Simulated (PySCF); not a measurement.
## Working out the electron affinity of Pt

Pt⁻ [Xe] 4f14 5d9 6s2 (2D) → Pt [Xe] 4f14 5d9 6s1 (3D). All numbers are calculated (PySCF 2.14, a scalar-relativistic core potential, in aug-cc-pVDZ-PP with ECP60MDF). Frozen: 5s2 5p6. Energies in hartree (1 hartree = 27.21139 eV):

```csv
part,Pt⁻ (lower),Pt (upper)
UHF,-118.528149,-118.512714
CCSD correlation,-0.305470,-0.255567
(T),-0.013069,-0.007866
```

Q: What does Hartree-Fock give?

A: (-118.512714) − (-118.528149) = 0.015435 hartree = 0.420 eV.

Q: What do CCSD and CCSD(T) give?

A: The CCSD correlation energies differ by 0.049903 hartree = 1.358 eV and the triples by 0.005203 hartree = 0.142 eV, so CCSD gives 1.778 eV and CCSD(T) 1.920 eV.

Reference: 2.125 eV (measured; photodetachment measurements, as compiled on the Wikipedia data page of electron affinities), between the lowest levels; spin-orbit coupling is absent from the calculation.

A double-zeta basis recovers only part of the correlation energy.

The coupled-cluster amplitudes are large, so a single reference is strained.

What remains against the reference includes basis incompleteness, the frozen core and higher excitations.
